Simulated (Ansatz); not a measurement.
Start from `CO[Si](O)(O)O[SiH3]` and change one atom or group to get `CO[Si](N)(O)O`.

Ansatz, PBE0-D4/def2-TZVP geometries, multiplicity 1. Each molecule was computed in one conformer, which needn't be the lowest.

| property | `CO[Si](O)(O)O[SiH3]` |
| --- | --- |
| LUMO energy (ωB97M-V/def2-TZVPP) / eV | 1.72 |
| size of the dipole moment (B3LYP/def2-TZVPP) / D | 1.33 |
| LUMO energy (PBE/def2-TZVPP) / eV | -0.71 |
| HOMO energy (B3LYP/def2-TZVPP) / eV | -8.17 |
| LUMO energy (B3LYP/def2-TZVPP) / eV | -0.11 |
| HOMO energy (PBE/def2-TZVPP) / eV | -6.78 |

What does the change do to each property? (Best estimate.)

The calculation gave: 
| property | `CO[Si](N)(O)O` | shift |
| --- | --- | --- |
| LUMO energy (ωB97M-V/def2-TZVPP) / eV | 2.08 | 0.36 |
| size of the dipole moment (B3LYP/def2-TZVPP) / D | 1.43 | 0.10 |
| LUMO energy (PBE/def2-TZVPP) / eV | -0.20 | 0.51 |
| HOMO energy (B3LYP/def2-TZVPP) / eV | -7.26 | 0.91 |
| LUMO energy (B3LYP/def2-TZVPP) / eV | 0.30 | 0.41 |
| HOMO energy (PBE/def2-TZVPP) / eV | -5.99 | 0.79 |

With PBE0 the HOMO rises by 0.91 eV and the LUMO rises by 0.50 eV, so the gap narrows by about 0.41 eV. PBE moves the HOMO by 0.79 eV and ωB97M-V by 0.92 eV. Dipoles are sizes alone; their direction can turn.

B3LYP here is the variant with VWN-RPA as its local correlation; programs differ in this.
